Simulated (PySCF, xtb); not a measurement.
Acid–base and redox partners of O[GeH3]. Gas-phase values, no solvent. One relaxed conformer stands for each flexible species; it need not be the lowest. Strings in code marks are SMILES.

Quantity: gas-phase deprotonation enthalpy at 298 K, in kcal/mol. Enthalpy corrections at 298 K come from GFN2-xTB frequencies (xtb).

Case: proton removed from O1: `[O-][GeH3]` (not the most acidic site). The other species in the difference include `[OH][GeH3]` (neutral, multiplicity 1). Geometry of `[O-][GeH3]` (charge -1, multiplicity 1, Å):

```xyz
5

O      1.7760    -0.0471     0.0337
Ge     0.0824    -0.0023     0.0016
H     -0.6189    -0.7989    -1.1816
H     -0.5796     1.4365    -0.1326
H     -0.6600    -0.5883     1.2790
```

Problem. Give the gas-phase deprotonation enthalpy at 298 K at the level PBE0-D4/def2-TZVPD (PySCF).

Solution. 365.8 kcal/mol.
